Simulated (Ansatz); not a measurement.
Basis-set extrapolation for CH₃AlFNS, SMILES `N[C]1(F)[AlH][S]1` (PBE0-D4/def2-TZVP geometry, frozen core, Ansatz). Multiplicity 1, RHF reference.

|  | def2-TZVPP | def2-QZVPP |
| --- | --- | --- |
| HF | -833.022823 | -833.049638 |
| MP2 correlation | -0.869478 | -0.942025 |
| CCSD(T) correlation | -0.937794 | not run |

Energies in hartree. Use E(X) = E(∞) + A·exp(−7.88·√X) for Hartree–Fock and E(X) = E(∞) + B·X^(−2.97) for correlation, with X = 3 and 4, and add CCSD(T) minus MP2 of the smaller set to the MP2 limit.

Question: What is the CCSD(T) energy at the basis-set limit?

Answer: HF limit: -833.049638 + (-0.026815) × 0.13774 = -833.05333. MP2 limit: -0.942025 + (-0.072547) × 0.74074 = -0.99576. Higher-order term: -0.937794 − (-0.869478) = -0.06832. Total: -834.11741 hartree, 4.27 eV below CCSD(T)/def2-TZVPP.
